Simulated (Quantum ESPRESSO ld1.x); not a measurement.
The numbers below are computed, except where a source is named.
Question: The vanadium ion V2+, 21 electrons, occupied as [Ne] 3p6 3d3 4s2 (not the ground configuration). Code: ld1.x of Quantum ESPRESSO 7.5. Model: non-relativistic Kohn-Sham, PBE, spin-unpolarised, spherical densities, point nucleus. Some entries of the table are withheld. Estimate them.

orbital  occ.  eigenvalue (hartree)  r(max) (bohr)  <r> (bohr)
1s          2             -197.2302          0.044     0.06704
2s          2              -23.2660          0.259      0.3107
2p          6              -19.8537          0.209      0.2747
3s          0                   (1)            (2)      0.9289
3p          6               -2.7891            (3)      0.9721
3d          3               -1.2939          0.819       1.100
4s          2               -0.8192           2.28       2.536
4p          0               -0.6112           2.57         (4)
4d          0                   (5)           3.51       3.985
4f          0                   (6)           5.08       5.938

Answer: 
(1) 3s eigenvalue (hartree): -3.7381
(2) 3s r(max) (bohr): 0.813
(3) 3p r(max) (bohr): 0.832
(4) 4p <r> (bohr): 2.900
(5) 4d eigenvalue (hartree): -0.3344
(6) 4f eigenvalue (hartree): -0.1688
